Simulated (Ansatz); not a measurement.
Species: SiHSF3, charge 0, singlet. SiHSF3 (SMILES F[Si](F)(F)S).
B3LYP-D3(BJ)/def2-TZVP minimum from Ansatz (a quantum-chemistry and plane-wave program):
```xyz
6

F     -0.8568     0.6838     1.3525
Si    -0.3220     0.1376    -0.0296
F     -0.3478     1.3643    -1.0241
F     -1.3264    -0.9575    -0.5583
S      1.5713    -0.7572     0.1197
H      2.1471     0.3743     0.5671
```

Hartree-Fock and MP2 correlation energies in hartree (Ansatz). UHF or UKS for unpaired electrons; spin-orbit terms are left out. Correlated methods leave the cores frozen. No relativity.

| basis | X | E(HF) | E(corr, MP2) |
|---|---|---|---|
| cc-pV(T+d)Z | 3 | -985.77008 | -1.03851 |
| cc-pV(Q+d)Z | 4 | -985.80741 | -1.13490 |
| cc-pV(5+d)Z | 5 | -985.81561 | withheld |

Fit E(corr) = E∞ + A/X³ to X = 3 and 4, predict X = 5, and compare with the run.

A = (-1.03851 - (-1.13490))/(1/27 - 1/64) = 4.5017; E∞ = -1.13490 - A/64 = -1.20524; at X = 5, E∞ + A/125 = -1.16923. The run gave -1.17627, 7.04 mEh below the prediction. The same form on X = 4 and 5 gives E∞ = -1.21967, 14.44 mEh below the first estimate.
